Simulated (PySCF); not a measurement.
Relaxation of quartet RhS₂

These are results of PySCF, UPBE0, basis Rh def2-SVP with ECP28, S def2-SVP (scalar-relativistic core potentials, no spin–orbit coupling, density fitting), not measurements. A (50,194) grid was used.

A hand-made linear start, of D∞h symmetry, held to at least that symmetry:

```xyz
3
charge 0 multiplicity 4, angstrom
Rh    0.0000    0.0000    0.0000
S     0.0000    0.0000    2.0400
S     0.0000    0.0000   -2.0400
```

What does it relax to?

It ends at D∞h with Rh–S 2.170 Å (×2); S–Rh–S 180.0°. A frequency run shows 1 imaginary mode, down to 151i cm⁻¹, so it is a saddle point.

How much energy is released, and in how many steps?

39.4 kJ/mol in 4 steps.

Open d and f shells are described by one determinant, and the ground state may have another occupation or spin. At this level a doublet minimum of C2v symmetry lies 153 kJ/mol below this structure.
